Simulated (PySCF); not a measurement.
Breaking a bond: GaH, singlet.

Computed with: UKS-PBE = unrestricted PBE/def2-TZVP (PySCF); UKS-M06-2X = PySCF with unrestricted M06-2X/def2-TZVP; RKS-PBE = restricted PBE/def2-TZVP run with PySCF.

Magnitude of the dipole moment (D; its direction can reverse along the curve, and a method can change to another solution) and Mulliken charge of the fragment that holds Ga1:

```
R / Å  μ UKS-PBE  q UKS-PBE  μ UKS-M06-2X  q UKS-M06-2X  μ RKS-PBE  q RKS-PBE
-----  ---------  ---------  ------------  ------------  ---------  ---------
1.35        0.88       0.09          1.05          0.14       0.88       0.09
1.43        0.58       0.10          0.74          0.14       0.58       0.10
1.51        0.26       0.11          0.42          0.14       0.26       0.11
1.56        0.06       0.12          0.22          0.15       0.06       0.12
1.63        0.23       0.14          0.08          0.15       0.23       0.14
1.68        0.44       0.15          0.30          0.16       0.44       0.15
1.74        0.69       0.16          0.56          0.17       0.69       0.16
1.80        0.94       0.17          0.82          0.18       0.94       0.17
1.86        1.18       0.18          1.09          0.19       1.18       0.18
1.95        1.55       0.19          1.49          0.20       1.55       0.19
2.08        2.06       0.21          2.05          0.22       2.06       0.21
2.27        2.76       0.24          2.86          0.26       2.76       0.24
2.55        3.69       0.27          3.98          0.30       3.69       0.27
2.77        4.32       0.29             —             —       4.32       0.29
3.04           —          —          4.23          0.27       4.99       0.31
3.39        4.60       0.26          3.24          0.18       5.70       0.32
3.71        4.18       0.22          2.30          0.12       6.24       0.32
4.15        3.59       0.17          1.31          0.06       6.86       0.33
4.52        3.05       0.14          0.59          0.02       7.31       0.32
5.04        2.02       0.08          0.01          0.00       7.88       0.32
5.88        0.02       0.00          0.00          0.00          —          —
6.69        0.00       0.00          0.00          0.00          —          —
```

Dashes: no converged value, or the column stops at the first point that the program doubted or that broke a chosen test of continuity, which isn't proof of a fault.

The unrestricted determinant behind UKS-PBE is spin-contaminated at 3.39 to 6.69 Å (<S²> up to 1.0, against 0.00 for a pure singlet). The unrestricted determinant behind UKS-M06-2X is spin-contaminated at 3.04 to 6.69 Å (<S²> up to 1.0, against 0.00 for a pure singlet). The restricted form behind RKS-PBE keeps the bonding electrons paired and can't separate into open-shell fragments.
